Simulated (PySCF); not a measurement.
BrGeH₃Se, SMILES [GeH3][Se]Br.

The structure is a stationary point at ωB97X-D3(BJ)/def2-SVP. This is a generated structure with no PubChem entry under its InChIKey; it may be hypothetical.

Two levels are set side by side: PBE/def2-TZVPD (PySCF) and r2SCAN/def2-TZVPD (PySCF). Same geometry, gas phase. Differences are taken from unrounded values.

```json
[
 {"quantity": "orbital gap (eV)", "r2SCAN": "2.60"},
 {"quantity": "highest occupied level (eV)", "r2SCAN": "-5.95"},
 {"quantity": "lowest empty level (eV)", "r2SCAN": "-3.36"},
 {"quantity": "dipole moment (D)", "r2SCAN": "1.70"},
 {"quantity": "mean polarisability (bohr³)", "r2SCAN": "83.9"}
]
```

Q: What does PBE give, and how far is it from r2SCAN? (An estimate is asked for; the answer gives what the named calculation found.)

A: 
```json
[
 {"quantity": "orbital gap (eV)", "PBE": "2.25", "PBE minus r2SCAN": "-0.35"},
 {"quantity": "highest occupied level (eV)", "PBE": "-5.70", "PBE minus r2SCAN": "0.25"},
 {"quantity": "lowest empty level (eV)", "PBE": "-3.45", "PBE minus r2SCAN": "-0.10"},
 {"quantity": "dipole moment (D)", "PBE": "1.61", "PBE minus r2SCAN": "-0.09"},
 {"quantity": "mean polarisability (bohr³)", "PBE": "86.8", "PBE minus r2SCAN": "3.0"}
]
```

Rough cost on one machine, each run with all the roots and properties that it gave: r2SCAN against PBE about 3 times.
